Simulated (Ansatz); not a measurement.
**Which method gave which barrier?**

Saddle point of GeH6SO2, singlet (GeH₄S ([SH][GeH3]) + H₂O₂ ([OH][OH]) → GeH₄O₂ ([OH][O][GeH3]) + H₂S; bonds formed: Ge1–O7, S2–H6; bonds broken: Ge1–S2, H6–O7), PBE0-D4/def2-TZVP structure:

```csv
atom,x (Å),y (Å),z (Å)
Ge1,-0.6749,-0.9001,-0.2212
S2,2.0321,-0.8069,-0.1068
H3,-0.4869,-1.0012,-1.7376
H4,-0.5830,-2.1888,0.5988
H5,-2.0851,-0.2944,0.0180
H6,1.0873,0.5936,0.3914
O7,0.0405,0.7412,0.6994
O8,-0.5728,1.9958,0.4273
H9,2.0995,-0.3949,-1.3829
H10,-0.8566,2.2557,1.3136
```

Computed with Ansatz 0.2.0 (basis: def2-TZVPP, with def2-QZVPP for the basis limit); correlated methods freeze the cores. Filled d shells of the heavier atoms are correlated. The def2 sets are not built for correlating such inner shells, so the correlated values are less sure here. Extrapolation: Hartree–Fock as exp(−7.88 √X), correlation as X^−2.97. Four methods, as single points on the PBE0-D4 structures, gave these electronic barriers from the start structure: 111.7, 121.2, 155.3, 195.1 kJ/mol.

Task: The methods were, in alphabetical order, BHLYP-D4, HF, PBE-D4, r2SCAN-D4. Which gave which? (A judgement: the text doesn't fix the answer.)

Result: By the calculation: PBE-D4 111.7; r2SCAN-D4 121.2; BHLYP-D4 155.3; HF 195.1 kJ/mol. For comparison, CCSD(T) at an estimated basis limit (MP2 extrapolated from triple and quadruple zeta, plus CCSD(T) − MP2 in triple zeta) gives 149.0 kJ/mol.

No T1 diagnostic of these runs exceeds 0.014.

Labels in which every atom is bracketed show which atoms are joined, not bond orders.

For scale, one of the runs: CCSD(T)/def2-TZVPP, 236 basis functions, launched by `ansatz run in.yaml --threads 8 --pin off --events-out ev --progress --plain --max-ram 19148MiB`. The run took 22 s on 8 CPU threads of an Intel Xeon 6975P-C (shared host), with 4.9 GiB of host memory at its peak.
